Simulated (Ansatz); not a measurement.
C2H6BGaO, SMILES `[CH3][Ga]1[BH]O[CH2]1` at its PBE0-D4/def2-TZVP geometry, where that method's forces vanish. Charge 0, multiplicity 1.

```csv
atom,x (Å),y (Å),z (Å)
C1,-1.5601,-1.5746,-0.2241
Ga2,-0.3875,-0.0015,-0.1667
B3,0.2595,1.9993,-0.4566
O4,1.4373,1.7117,0.1321
C5,1.5002,0.3107,0.5575
H6,-2.5185,-1.3632,-0.6991
H7,-1.0687,-2.3840,-0.7713
H8,-1.7447,-1.9362,0.7914
H9,0.0474,3.1055,-0.8632
H10,2.3561,-0.1573,0.0640
H11,1.6791,0.2896,1.6358
```

For each bond, give half the difference of the two atoms' forces along it (eV/Å; positive pushes the atoms apart) under PBE-D4, r2SCAN-D4, B3LYP-D4, ωB97M-V in def2-TZVPP. (Best estimate.)

Ansatz gave: 
```json
{"bond": "C1–Ga2", "length (Å)": "1.963", "PBE-D4": "-0.03", "r2SCAN-D4": "-0.01", "B3LYP-D4": "0.11", "ωB97M-V": "0.04"}
{"bond": "C1–H6", "length (Å)": "1.090", "PBE-D4": "0.10", "r2SCAN-D4": "-0.01", "B3LYP-D4": "-0.07", "ωB97M-V": "-0.05"}
{"bond": "C1–H7", "length (Å)": "1.094", "PBE-D4": "0.11", "r2SCAN-D4": "-0.01", "B3LYP-D4": "-0.07", "ωB97M-V": "-0.04"}
{"bond": "C1–H8", "length (Å)": "1.094", "PBE-D4": "0.11", "r2SCAN-D4": "-0.01", "B3LYP-D4": "-0.07", "ωB97M-V": "-0.05"}
{"bond": "Ga2–B3", "length (Å)": "2.123", "PBE-D4": "0.01", "r2SCAN-D4": "0.03", "B3LYP-D4": "0.14", "ωB97M-V": "0.01"}
{"bond": "Ga2–C5", "length (Å)": "2.046", "PBE-D4": "0.09", "r2SCAN-D4": "0.03", "B3LYP-D4": "0.20", "ωB97M-V": "-0.01"}
{"bond": "B3–O4", "length (Å)": "1.348", "PBE-D4": "0.37", "r2SCAN-D4": "0.13", "B3LYP-D4": "0.01", "ωB97M-V": "0.08"}
{"bond": "B3–H9", "length (Å)": "1.197", "PBE-D4": "-0.04", "r2SCAN-D4": "-0.09", "B3LYP-D4": "-0.23", "ωB97M-V": "-0.16"}
{"bond": "O4–C5", "length (Å)": "1.465", "PBE-D4": "0.32", "r2SCAN-D4": "0.36", "B3LYP-D4": "0.34", "ωB97M-V": "0.24"}
{"bond": "C5–H10", "length (Å)": "1.093", "PBE-D4": "0.06", "r2SCAN-D4": "-0.07", "B3LYP-D4": "-0.17", "ωB97M-V": "-0.11"}
{"bond": "C5–H11", "length (Å)": "1.093", "PBE-D4": "0.06", "r2SCAN-D4": "-0.07", "B3LYP-D4": "-0.17", "ωB97M-V": "-0.11"}
```

B3LYP here is the variant with VWN-RPA as its local correlation; programs differ in this.
